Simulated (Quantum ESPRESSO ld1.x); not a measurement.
Results of a calculation; reference values are marked as such.
Problem. Species: the lutetium ion Lu+. Configuration: [Xe] 4f14 6s2 (the NIST ground configuration). Level of theory: Dirac Kohn-Sham, LDA (Slater exchange, Hedin-Lundqvist correlation), spin-unpolarised, spherical densities, point nucleus (ld1.x of Quantum ESPRESSO 7.5). Some entries of the table are withheld. Estimate them.

orbital,occ.,eigenvalue (eV),<r> (bohr),r(max) (bohr)
1s1/2,2,-63118.2,0.01933,0.01214
2s1/2,2,-10746.1,0.08128,0.06954
2p1/2,2,-10259.9,0.06743,0.05193
2p3/2,4,-9143.54,0.07504,0.05846
3s1/2,2,-2441.48,0.2123,0.1961
3p1/2,2,-2226.10,0.2021,(1)
3p3/2,4,-1988.07,0.2164,(2)
3d3/2,4,-1621.46,0.1899,0.1551
3d5/2,6,-1569.45,0.1943,0.1589
4s1/2,2,-492.531,0.4781,0.4466
4p1/2,2,(3),0.4851,0.4474
4p3/2,4,(4),0.5181,0.4764
4d3/2,4,-206.218,0.5412,0.4758
4d5/2,6,-196.294,0.5528,0.4851
5s1/2,2,-70.1246,1.169,1.043
5p1/2,2,-45.7397,1.309,1.132
5p3/2,4,-38.7131,1.421,1.221
4f5/2,6,-19.6158,0.7136,0.4651
4f7/2,8,-18.0885,0.7291,0.4706
6s1/2,2,-11.3763,3.236,2.840

Solution. 
(1) 3p1/2 r(max) (bohr): 0.1839
(2) 3p3/2 r(max) (bohr): 0.1975
(3) 4p1/2 eigenvalue (eV): -404.887
(4) 4p3/2 eigenvalue (eV): -350.512
